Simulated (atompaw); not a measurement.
## Scattering properties, PAW (atompaw) potential for rhodium (Rh)

- Element: Rh
- Generator: atompaw 4.2.0.5
- Type: PAW
- Functional: PBEsol
- Relativity: scalar-relativistic
- Frozen core: [Kr]
- Valence charge: 9
- Reference configuration: 4d8 5s0.5 5p0.5
- Partial waves: 5s (bound): rc 2.90 bohr; 5s channel at 1.1 Ry: rc 3.00 bohr; 5p (bound): rc 3.00 bohr; 5p channel at 1.65 Ry: rc 3.00 bohr; 4d (bound): rc 1.60 bohr; 4d channel at 2.75 Ry: rc 3.00 bohr
- Local potential: vpsmatchnc scheme with l = 3 at 1 Ry, radius 2.70 bohr
- Core correction: smooth core density matched at 2.35 bohr
- Augmentation charge: sinc compensation charge, radius 2.35 bohr; PAW radius 3.00 bohr; waves and projectors: custom polynom vanderbiltortho

The phase is arctan(r·u′/u) with u = r·R(r), unwrapped; energies in Ry, scanned from -3 to 5 Ry. A pole is an energy at which the radial function vanishes at the test radius. The pseudo phase is shifted by a multiple of π to meet the all-electron one at the reference energy, and phase errors are pseudo minus all-electron; the curves can meet again beyond the range given. Levels narrower than the energy grid can be missing from the lists of poles.

Question: For each channel, where are the poles, and over which energies does the pseudopotential scatter like the atom?

Answer:

```tsv
channel	radius (bohr)	reference energy (Ry)	poles, all-electron	poles, pseudo	unbroken range about the reference energy with phases within 0.05 rad	phase error 1 Ry above the reference energy (rad)
s	3.01	-0.36	0.94	0.94	below 3.4	-0.000
p	3.01	-0.09	1.92	1.92	below 4.3	-0.000
d	3.01	-0.50	-0.35, 3.79	-0.36, 3.51, 4.79	below 0.8	-0.030
```

Note: ghost states, extra bound levels that the all-electron valence spectrum of the same l lacks: s at -3386.4 eV, p at -91.3 eV. A true bound ghost makes a file unfit for plane-wave use.

Phases in the d channel:

| E (Ry) | all-electron | pseudo |
| --- | --- | --- |
| -3.00 | 1.379 | 1.377 |
| -2.52 | 1.361 | 1.358 |
| -2.04 | 1.336 | 1.332 |
| -1.56 | 1.296 | 1.290 |
| -1.08 | 1.208 | 1.198 |
| -0.60 | -0.011 | -0.031 |
| -0.12 | -1.741 | -1.752 |
| 0.36 | -1.902 | -1.926 |
| 0.84 | -2.121 | -2.180 |
| 1.32 | -2.761 | -2.931 |
| 1.80 | -3.970 | -4.038 |
| 2.28 | -4.409 | -4.417 |
| 2.76 | -4.567 | -4.567 |
| 3.24 | -4.650 | -4.658 |
| 3.72 | -4.706 | -4.801 |
| 4.20 | -4.751 | -7.759 |
| 4.68 | -4.796 | -7.843 |
